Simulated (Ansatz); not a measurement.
Basis-set series for C5HBCl2F6O2 (`FC(F)(F)C1=CC(C(F)(F)F)=[O+][B-](Cl)(Cl)O1`). Total charge 0; spin multiplicity 1. All single points use the PBE0-D4/def2-TZVP geometry.

```xyz
17

F     1.429    3.028    0.825
C     1.387    2.249   -0.246
F     2.610    1.782   -0.480
F     1.002    2.971   -1.290
C     0.402    1.102   -0.017
C     0.789   -0.221   -0.120
C    -0.233   -1.149   -0.051
C     0.009   -2.634   -0.320
F     1.299   -2.869   -0.548
F    -0.373   -3.351    0.727
F    -0.686   -3.019   -1.382
O    -1.443   -0.868    0.194
B    -1.873    0.519    0.629
Cl   -1.971    0.519    2.436
Cl   -3.374    0.955   -0.250
O    -0.779    1.488    0.230
H     1.805   -0.504   -0.336
```

```tsv
functional	basis	functions	energy (Eh)	HOMO (eV)	LUMO (eV)
PBE0-D4	def2-TZVPP	532	-1885.21597	-8.48	-4.11
PBE0-D4	def2-QZVPP	968	-1885.29012	-8.52	-4.14
ωB97M-V	def2-TZVPP	532	-1886.20667	-10.72	-1.99
ωB97M-V	def2-QZVPP	968	-1886.27595	-10.77	-2.03
```

Question: Give the rows for def2-SVP. (Best estimate.)

Answer: The calculation gave: 
```json
{"functional": "PBE0-D4", "basis": "def2-SVP", "functions": "237", "energy (Eh)": "-1883.77486", "HOMO (eV)": "-8.28", "LUMO (eV)": "-4.07"}
{"functional": "ωB97M-V", "basis": "def2-SVP", "functions": "237", "energy (Eh)": "-1884.74803", "HOMO (eV)": "-10.46", "LUMO (eV)": "-1.91"}
```

Computed with Ansatz.
